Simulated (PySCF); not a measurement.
CH$_{6}$ClFSi$_{2}$, singlet, geometry from GFN2-xTB; CAMB3LYP/cc-pVDZ, polarisability (PySCF).

Here is a job for PySCF.
```python
from pyscf import gto, scf, dft
from pyscf.prop import polarizability

mol = gto.Mole()
mol.atom = '''
    Si    1.610153    0.505971    0.269495
    F     3.077583   -0.124157    0.508075
    C     0.526609   -0.878229   -0.442382
    Si   -1.228879   -0.373182   -0.953026
    Cl   -2.208132    0.343192    0.657849
    H     1.185327    0.946711    1.587552
    H     1.829236    1.580237   -0.688368
    H     1.028550   -1.302853   -1.312435
    H     0.466725   -1.685060    0.290577
    H    -1.194736    0.685162   -1.960161
    H    -1.972591   -1.530726   -1.449559
'''
mol.basis = 'cc-pvdz'
mol.charge = 0
mol.spin = 0
mol.verbose = 3
mol.build()

mf = dft.RKS(mol)
mf.xc = 'camb3lyp'
mf.kernel()
alpha = mf.Polarizability().polarizability()[2, 2]
print('alpha_zz =', alpha)
```

The log (banner, timings and long lists left out):

```
site-packages/pyscf/prop/efg/rhf.py:45: UserWarning: Module EFG is under testing
  warnings.warn('Module EFG is under testing')
site-packages/pyscf/prop/efg/dhf.py:30: UserWarning: Module EFG is under testing
  warnings.warn('Module EFG is under testing')
site-packages/pyscf/prop/zfs/uhf.py:40: UserWarning: Module ZFS is under testing
  warnings.warn('Module ZFS is under testing')
site-packages/pyscf/prop/gtensor/uhf.py:43: UserWarning: Module g-tensor is under testing
  warnings.warn('Module g-tensor is under testing')
site-packages/pyscf/prop/gtensor/uks.py:41: UserWarning: Module g-tensor is under testing
  warnings.warn('Module g-tensor is under testing')
site-packages/pyscf/prop/hfc/uks.py:35: UserWarning: Module HFC is under testing
  warnings.warn('Module HFC is under testing')
site-packages/pyscf/prop/magnetizability/rhf.py:39: UserWarning: Module magnetizability is under testing
  warnings.warn('Module magnetizability is under testing')
site-packages/pyscf/prop/magnetizability/uhf.py:37: UserWarning: Module magnetizability is under testing
  warnings.warn('Module magnetizability is under testing')
site-packages/pyscf/prop/magnetizability/rks.py:37: UserWarning: Module magnetizability is under testing
  warnings.warn('Module magnetizability is under testing')
site-packages/pyscf/prop/magnetizability/uks.py:39: UserWarning: Module magnetizability is under testing
  warnings.warn('Module magnetizability is under testing')
site-packages/pyscf/prop/polarizability/uhf.py:34: UserWarning: Module polarizability is under testing
  warnings.warn('Module polarizability is under testing')
site-packages/pyscf/prop/polarizability/rks.py:29: UserWarning: Module polarizability is under testing
  warnings.warn('Module polarizability is under testing')
site-packages/pyscf/prop/polarizability/uks.py:29: UserWarning: Module polarizability is under testing
  warnings.warn('Module polarizability is under testing')
converged SCF energy = -1180.81920129422
alpha_zz = 62.39887504944918
```
